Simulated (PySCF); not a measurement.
Compound: CH4BrFGe.
Atom-mapped SMILES: `[F:1][C@@H:2]([GeH3:3])[Br:4]` (hydrogens: H5 on C2; H6, H7, H8 on Ge3)

Method: PBE0-D3(BJ)/def2-SVP geometry optimisation, gas phase in PySCF 2.14.0; density fitting, grid level 1; the optimiser is geomeTRIC in internal coordinates, started from a GFN2-xTB structure with every atom displaced at random (about 0.01 Å).

Step 0: E = -130345.3946 eV
```
atom  x, y, z in Å  |  force x, y, z in eV/Å
F1      1.2281   -1.1931    0.9727   -0.395   0.613  -0.676
C2      0.9138   -0.3403   -0.0722    0.355  -0.281   0.833
Ge3    -1.0290    0.1568   -0.0428    1.358  -0.123   0.130
Br4     1.9642    1.3233    0.1487   -0.197  -0.353  -0.120
H5      1.2956   -0.8116   -0.9917   -0.116   0.179  -0.046
H6     -1.2573    1.0875   -1.1780   -0.193   0.537  -0.753
H7     -1.8228   -1.0873   -0.1506   -0.636  -0.924  -0.105
H8     -1.2376    0.8432    1.2623   -0.176   0.352   0.737
```

Step 1: E = -130345.4825 eV
```
atom  x, y, z in Å  |  force x, y, z in eV/Å
F1      1.1069   -1.1700    0.9578    0.227  -0.042   0.084
C2      0.9368   -0.2940   -0.0657   -0.219  -0.024  -0.049
Ge3    -0.9955    0.1768   -0.0497    0.021   0.029  -0.012
Br4     2.0994    1.2572    0.1675   -0.137  -0.096  -0.003
H5      1.2733   -0.7718   -0.9990    0.018   0.060   0.015
H6     -1.3650    1.0972   -1.2322    0.058  -0.099   0.096
H7     -1.7378   -1.1816   -0.1319    0.043   0.213  -0.021
H8     -1.2632    0.8646    1.3015   -0.012  -0.042  -0.111
```

Step 2: E = -130345.4983 eV
```
atom  x, y, z in Å  |  force x, y, z in eV/Å
F1      1.1503   -1.1766    0.9616    0.058  -0.006  -0.040
C2      0.9312   -0.3075   -0.0618   -0.068  -0.113   0.058
Ge3    -0.9927    0.1732   -0.0439    0.038  -0.004   0.018
Br4     2.0581    1.2590    0.1600    0.016   0.110   0.010
H5      1.2724   -0.7695   -1.0000   -0.031  -0.010  -0.006
H6     -1.3351    1.0914   -1.2251    0.037  -0.004  -0.016
H7     -1.7603   -1.1565   -0.1384   -0.043   0.021  -0.018
H8     -1.2690    0.8650    1.2959   -0.008   0.007  -0.005
```

Step 3: E = -130345.5042 eV
```
atom  x, y, z in Å  |  force x, y, z in eV/Å
F1      1.1880   -1.1873    0.9593   -0.014   0.061  -0.090
C2      0.9291   -0.3191   -0.0557    0.036  -0.106   0.108
Ge3    -0.9902    0.1656   -0.0359    0.006   0.007   0.026
Br4     2.0250    1.2781    0.1541    0.009   0.038   0.000
H5      1.2632   -0.7706   -1.0014   -0.005   0.000  -0.016
H6     -1.2947    1.0845   -1.2237    0.016   0.028  -0.044
H7     -1.7921   -1.1394   -0.1439   -0.041  -0.044  -0.010
H8     -1.2734    0.8667    1.2954   -0.006   0.017   0.025
```

Task: Estimate the geometry and energy of step 4. (The exact step hangs on the optimiser's Hessian estimate; all steps are aligned on step 3, rigid shifts and turns removed.)

Result: E = -130345.5054 eV, largest force 0.079 eV/Å
```
atom  x, y, z in Å  |  force x, y, z in eV/Å
F1      1.2065   -1.1913    0.9562   -0.021   0.030  -0.039
C2      0.9293   -0.3252   -0.0521    0.024  -0.054   0.052
Ge3    -0.9907    0.1615   -0.0306   -0.011   0.003   0.001
Br4     2.0096    1.2868    0.1506    0.012   0.016   0.002
H5      1.2599   -0.7699   -1.0026   -0.004   0.006  -0.009
H6     -1.2717    1.0823   -1.2256    0.005   0.008  -0.010
H7     -1.8107   -1.1347   -0.1459   -0.006  -0.013  -0.001
H8     -1.2772    0.8691    1.2981    0.000   0.003   0.005
```

The energy changes by -0.0012 eV. The first-order estimate −F·Δx gives -0.0023 eV and the mean of the old and new forces, exact on a quadratic surface, -0.0013 eV. The step makes an angle of 75° with the force vector and moves no atom by more than 0.023 Å.

The cost below is that of the whole optimisation. The run took 54 s of wall time on an Arm Neoverse N1 with one thread, shared host with 64 logical CPUs at a one-minute load of 52, and the process peaked at 0.45 GiB of memory.
